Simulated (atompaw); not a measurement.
# u(r) = r·R(r): atom against pseudo-atom (Rh)

Columns: radius, all-electron u(r) and pseudo u(r) of the 4d shell (level -5.95 eV) of rhodium in the configuration [Ar] 3d10 4s2 4p6 4d8 5s1 5p0; PBEsol, scalar-relativistic, PAW (atompaw) scheme, atompaw 4.2.0.5.

| r (bohr) | all-electron | pseudo |
| --- | --- | --- |
| 0.075 | -0.1050 | 0.0005 |
| 0.150 | -0.3139 | 0.0037 |
| 0.225 | -0.4099 | 0.0124 |
| 0.300 | -0.3631 | 0.0285 |
| 0.375 | -0.2214 | 0.0538 |
| 0.450 | -0.0367 | 0.0892 |
| 0.525 | 0.1543 | 0.1346 |
| 0.600 | 0.3301 | 0.1895 |
| 0.675 | 0.4805 | 0.2523 |
| 0.750 | 0.6017 | 0.3208 |
| 0.825 | 0.6941 | 0.3924 |
| 0.900 | 0.7602 | 0.4640 |
| 0.975 | 0.8036 | 0.5324 |
| 1.050 | 0.8284 | 0.5946 |
| 1.125 | 0.8381 | 0.6480 |
| 1.200 | 0.8362 | 0.6903 |
| 1.275 | 0.8254 | 0.7204 |
| 1.350 | 0.8080 | 0.7378 |
| 1.425 | 0.7858 | 0.7428 |
| 1.500 | 0.7604 | 0.7368 |
| 1.575 | 0.7329 | 0.7217 |
| 1.650 | 0.7041 | 0.6998 |
| 1.725 | 0.6747 | 0.6735 |
| 1.800 | 0.6453 | 0.6451 |
| 1.875 | 0.6161 | 0.6161 |
| 1.950 | 0.5874 | 0.5874 |

Q: How many radial nodes do the two functions have?

A: The all-electron 4d function has n − l − 1 = 1; the pseudo-wave has 0, since the states of the same l below it are removed with the core.

Q: Where does each function peak?

A: Outermost all-electron maximum near 1.12 bohr, pseudo maximum near 1.43 bohr (to the table’s step).

Q: Is the pseudo-wave norm-conserving?

A: No, it belongs to a PAW set: the norm inside the radius is not constrained, and the difference is carried by the augmentation charge.
